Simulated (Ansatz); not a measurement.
Start from `C[Se][AlH2]` and change one atom or group to get `[CH3][AlH][Se]C`.

Ansatz, PBE0-D4/def2-TZVP geometries, multiplicity 1. Each molecule was computed in one conformer, which needn't be the lowest.

Scalar relativity is left out up to krypton.

| property | `C[Se][AlH2]` |
| --- | --- |
| HOMO–LUMO gap (PBE0/def2-TZVPP) / eV | 5.57 |
| LUMO energy (PBE0/def2-TZVPP) / eV | -1.36 |
| LUMO energy (ωB97M-V/def2-TZVPP) / eV | 0.25 |
| HOMO energy (PBE0/def2-TZVPP) / eV | -6.92 |
| size of the dipole moment (PBE/def2-TZVPP) / D | 1.35 |
| HOMO energy (PBE/def2-TZVPP) / eV | -5.87 |

Q: Give the same properties after the change, and the shifts. (An estimate is asked.)

A: Computed: 
```tsv
property	`[CH3][AlH][Se]C`	shift
HOMO–LUMO gap (PBE0/def2-TZVPP) / eV	5.78	0.21
LUMO energy (PBE0/def2-TZVPP) / eV	-0.94	0.42
LUMO energy (ωB97M-V/def2-TZVPP) / eV	0.65	0.40
HOMO energy (PBE0/def2-TZVPP) / eV	-6.73	0.19
size of the dipole moment (PBE/def2-TZVPP) / D	2.06	0.71
HOMO energy (PBE/def2-TZVPP) / eV	-5.66	0.21
```

With PBE0 the HOMO rises by 0.19 eV and the LUMO rises by 0.42 eV, so the gap widens by about 0.23 eV. PBE moves the HOMO by 0.21 eV and ωB97M-V by 0.18 eV. Dipoles are sizes alone; their direction can turn.

Spin–orbit coupling is left out; it splits and shifts lone-pair levels of the heavy atoms by tenths of an eV.
